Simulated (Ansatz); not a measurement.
# Which is lower?

The two ends of one reaction step of BNH$_{3}$OF, singlet (PBE0-D4/def2-TZVP).

A:

```tsv
atom	x (Å)	y (Å)	z (Å)
B1	-0.6338	0.6628	0.3211
N2	0.4443	-0.4621	-0.2602
O3	-1.2347	1.3555	-0.5192
H4	0.4159	-0.3619	-1.2703
F5	-0.5721	0.5201	1.6653
H6	1.3922	-0.3016	0.0703
H7	0.1881	-1.4128	-0.0070
```

B:

```
7
angstrom
B -0.4219 0.2555 0.2887
N 0.6113 -0.6897 0.1607
O -0.8011 1.1540 -0.6640
H -0.2987 1.1085 -1.4777
F -1.1060 0.2947 1.4367
H 1.1841 -0.8026 -0.6543
H 0.8323 -1.3204 0.9099
```

Ansatz 0.2.0; basis: def2-TZVPP; cores frozen in the correlated methods. B3LYP uses VWN-RPA correlation.

Which structure is lower at CCSD(T), and by how much? (Judge from chemistry; the value comes from the calculation.)

By the calculation: B, by 130.0 kJ/mol (electronic energy, against the other). By their contacts, A is BNH₃OF ([NH3][B]([O])[F]) and B is BNH₃OF ([NH2][B]([OH])[F]).

All methods give the same order:

```csv
method,E(B) − E(A) (kJ/mol)
SPW92,-128.0
PBE-D4,-118.8
BLYP-D4,-115.8
r2SCAN-D4,-129.9
B97M-V,-132.1
PBE0-D4,-132.3
B3LYP-D4,-128.0
r2SCAN0-D4,-138.9
BHLYP-D4,-142.4
CAM-B3LYP-D4,-133.8
wB97X-V,-132.9
wB97M-V,-131.8
B2PLYP,-127.4
PBE-QIDH,-136.1
RPA on PBE,-125.0
HF,-156.4
MP2,-126.8
CCSD,-135.4
CCSD(T),-130.0
```

No T1 diagnostic of these runs exceeds 0.014.

Labels in which every atom is bracketed show which atoms are joined, not bond orders.

For scale, one of the runs: CCSD(T)/def2-TZVPP, 166 basis functions, launched by `ansatz run in.yaml --threads 2 --pin off --events-out ev --progress --plain --max-ram 4352MiB`. Time: 21 s of wall clock on 2 CPU threads of an Intel Xeon 6975P-C; the host was shared. Peak host memory: 1.6 GiB.
